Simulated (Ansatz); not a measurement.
## One step, two centres

Four-centre ligand exchange, with the central atom changed down its group and all else kept; in the first member these bonds form or tighten: B–N, H–O; these break or loosen: B–O, H–N.

Gas-phase electronic energies, without zero-point energy, by CCSD(T) at an estimated basis limit (MP2 extrapolated from triple and quadruple zeta, plus CCSD(T) − MP2 in triple zeta); Ansatz 0.2.0, def2-TZVPP and QZVPP, frozen cores, on PBE0-D4/def2-TZVP structures. Extrapolation: Hartree–Fock as exp(−7.88 √X), correlation as X^−2.97. All energies, in kcal/mol, count from the separated reactants, without counterpoise correction; the start and end structures are the complexes reached by relaxing down from the saddle, and deeper ones may exist. Brackets give SMILES, or, where every atom is bracketed, only which atoms are joined. Steps whose reference was doubtful or whose search ended elsewhere are left out.

| reactants | products | start structure | saddle | end structure |
| --- | --- | --- | --- | --- |
| BHOF₂ ([OH][B]([F])[F]) + NH₃ | BNH₂F₂ ([NH2][B]([F])[F]) + H₂O | -14.18 | 17.26 | 0.40 |
| AlHOF₂ ([OH][Al]([F])[F]) + NH₃ | AlNH₂F₂ ([NH2][Al]([F])[F]) + H₂O, still joined by a dative Al–O bond | -37.95 | ? | -15.43 |

(1) What is the height of the saddle for AlHOF₂ ([OH][Al]([F])[F]) + NH₃? (To be estimated.)

No T1 diagnostic of these runs exceeds 0.013.

For scale, one of the runs: CCSD(T)/def2-TZVPP, 222 basis functions, launched by `ansatz run in.yaml --threads 4 --pin off --events-out ev --progress --plain --max-ram 9574MiB`. Time: 2 min of wall clock on 4 CPU threads of an Arm Neoverse V1; the host was shared. Peak host memory: 3.7 GiB.

Results:

(1) The calculation gives: -9.59 kcal/mol relative to the separated reactants, the lower of the two; above its start structure the barrier is -9.59 − (-37.95) ≈ 28.36 kcal/mol.

Aluminium, larger and more positive than boron, binds the incoming molecule more strongly, and well and saddle both drop.
